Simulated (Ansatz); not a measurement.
`C[O][Al]([F])[F]` → `[CH2]` (triplet) + `[OH][Al]([F])[F]` at 600 K and 1 bar (formal loss of a carbene).

Computed with Ansatz on PBE0-D4/def2-TZVP structures; ΔE is electronic, products minus reactants. CBS: MP2 limit from def2 TZ/QZ plus the TZ coupled-cluster correction, frozen cores. This one scheme is used for every species. Triplets are unrestricted, without spin–orbit coupling. Each species was taken in one conformer, which may not be the lowest.

```
           species  CCSD(T)/CBS energy (Eh)  H − E (kJ/mol)  S (J/(mol·K))
`C[O][Al]([F])[F]`               -556.83340           177.8          420.9
 `[CH2]` (triplet)                -39.09499            66.5          220.8
`[OH][Al]([F])[F]`               -517.59653            90.4          356.5
```

H − E and S are ideal-gas, rigid-rotor, harmonic terms from PBE0-D4/def2-TZVP, for one conformer and one mirror image of each species, with the whole ground term of open shells counted as degenerate. 1 Eh = 2625.50 kJ/mol, R = 8.31446 J/(mol·K).

**Question.** By hand: ΔE, ΔH, ΔS and ΔG.

**Answer.** ΔE = (-39.09499) + (-517.59653) − (-556.83340) = 0.14188 Eh = 372.5 kJ/mol. Δ(H − E) = 66.5 + 90.4 − 177.8 = -20.9, so ΔH = 351.6 kJ/mol. ΔS = 220.8 + 356.5 − 420.9 = 156.4 J/(mol·K). ΔG = 351.6 − 600 × (156.4)/1000 = 257.8 kJ/mol.

**Question.** By hand: the equilibrium constant, and the temperature at which ΔG would vanish if ΔH and ΔS stayed fixed.

**Answer.** log₁₀ K = −ΔG/(RT ln 10) = -22.4. ΔG = 0 at ΔH/ΔS = 2248 K.

The number of gas molecules changes by +1, which sets the sign of ΔS. A doubt of 5 kJ/mol in ΔE shifts log₁₀ K by 0.4 here. Other conformers and mirror images would add mixing entropy, several J/(mol·K) or more a flexible species. A triplet takes part, so the spin changes. These are equilibria of isolated gas molecules and say nothing of rates. Largest T1 diagnostic: 0.013 (customary marks: 0.02 for closed shells, 0.045 for open ones).
